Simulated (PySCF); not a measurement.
BH₂O₂, SMILES [B](O)O, multiplicity 2.

The structure is a stationary point at PBE-D3(BJ)/def2-TZVP. The isomer is the one that the SMILES or the coordinates give; other isomers of the formula were not compared. The values are those of a single conformer.

Method: PBE-D3(BJ)/def2-TZVP (PySCF 2.14.0).

No scaling factor is applied to the harmonic values.

```
mode  ν (cm⁻¹)  IR (km/mol)  moving atoms (share of kinetic energy)
----  --------  -----------  --------------------------------------
1          379          0.0                                  H 94 %
2          450         16.8                  O 40 %, H 34 %, B 26 %
3          546        167.3                  H 49 %, B 28 %, O 23 %
4          868        189.8                           H 91 %, O 9 %
5          937         12.9                          O 65 %, H 31 %
6         1136          0.5                  B 46 %, H 36 %, O 19 %
7         1427        334.6                          B 72 %, O 28 %
8         3508         21.9                                  H 94 %
9         3519         21.5                                  H 95 %
```
